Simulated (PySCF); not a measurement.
## Polarisability and C₆ of P+ (phosphorus, charge +1)

[Ne] 3s2 3p2, high-spin 3P determinant. All numbers are calculated (PySCF 2.14, no relativity, point nucleus, in aug-cc-pwCVQZ (10s9p7d5f3g, 134 functions)). Coupled (time-dependent) response in atomic units; α is the mean over directions.

| method | mean α (bohr³) | α xx, yy, zz | C₆ (like pair) | S(−4) |
| --- | --- | --- | --- | --- |
| UHF | 14.47 | 14.10, 14.65, 14.65 | 74.96 | 70.72 |
| PBE | 14.45 | 13.82, 14.77, 14.77 | 74.57 | 69.38 |
| PBE0 | 14.32 | 13.80, 14.59, 14.59 | 73.81 | 67.52 |
| r2SCAN0 | 14.32 | 13.85, 14.55, 14.55 | 75.52 | 64.75 |

S(−4) is the Cauchy moment in α(ω) = α(0) + S(−4) ω² + …

α(iu) at r2SCAN0:

```json
{"u (hartree)": "0", "α(iu) (bohr³)": "14.32"}
{"u (hartree)": "0.0500", "α(iu) (bohr³)": "14.16"}
{"u (hartree)": "0.100", "α(iu) (bohr³)": "13.70"}
{"u (hartree)": "0.200", "α(iu) (bohr³)": "12.17"}
{"u (hartree)": "0.300", "α(iu) (bohr³)": "10.29"}
{"u (hartree)": "0.500", "α(iu) (bohr³)": "6.970"}
{"u (hartree)": "0.750", "α(iu) (bohr³)": "4.347"}
{"u (hartree)": "1.00", "α(iu) (bohr³)": "2.891"}
{"u (hartree)": "1.50", "α(iu) (bohr³)": "1.530"}
{"u (hartree)": "2.00", "α(iu) (bohr³)": "0.9572"}
{"u (hartree)": "3.00", "α(iu) (bohr³)": "0.4985"}
{"u (hartree)": "5.00", "α(iu) (bohr³)": "0.2280"}
```

A single London oscillator, α(iu) = α/(1 + u²/ω²), gives C₆ = (3/4) ω α². Matching the computed C₆ needs ω = 4 × 75.52 / (3 × 14.32²) = 0.491 hartree.

For an ion, C₆ is the dispersion term alone; charge-induced terms of lower order in 1/R come first.

The components differ because the open shell of this determinant is not spherical; for a pure term their mean is the scalar polarisability.
